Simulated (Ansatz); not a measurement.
C$_{2}$H$_{6}$F$_{3}$NZr, SMILES `C[N](C)[Zr]([F])([F])[F]`, relaxed with RKS PBE0-D4/def2-TZVP in Ansatz 0.2.0 from a GFN2-xTB geometry. The force threshold is 0.005 eV/Å; the program also tests the step.

Charge 0, multiplicity 1. Zr: def2 effective core potential.

Start:

```xyz
13

C     1.201    0.495   -0.686
N     0.087    0.645    0.260
C    -1.185    0.726   -0.472
Zr    0.010   -1.071    1.285
F    -1.489   -0.886    2.374
F     1.696   -1.218    2.062
F    -0.252   -2.350   -0.049
H     1.059   -0.384   -1.356
H     2.137    0.385   -0.119
H     1.284    1.392   -1.318
H    -1.207    1.633   -1.094
H    -1.333   -0.152   -1.141
H    -2.009    0.786    0.254
```

**Question.** How much energy does the relaxation release, and in how many steps? (An estimate is asked.)

**Answer.** Computed: 56.36 kJ/mol, in 10 steps, 1 of them rejected.

**Question.** Which bonds change most? (An estimate is asked.)

**Answer.** The calculation gave: Zr4–F7 from 1.866 to 1.916 Å; Zr4–F6 from 1.862 to 1.911 Å.

**Question.** Give the relaxed structure. (Estimate.)

**Answer.** The calculation gave: 
```xyz
13

C     1.191    0.496   -0.843
N     0.005    0.134   -0.101
C    -1.203    0.732   -0.624
Zr    0.017   -1.154    1.435
F    -1.464   -0.724    2.565
F     1.733   -1.048    2.268
F    -0.229   -2.919    0.731
H     1.122    0.176   -1.891
H     2.082    0.031   -0.409
H     1.350    1.583   -0.833
H    -1.144    1.828   -0.605
H    -1.386    0.423   -1.662
H    -2.074    0.441   -0.030
```
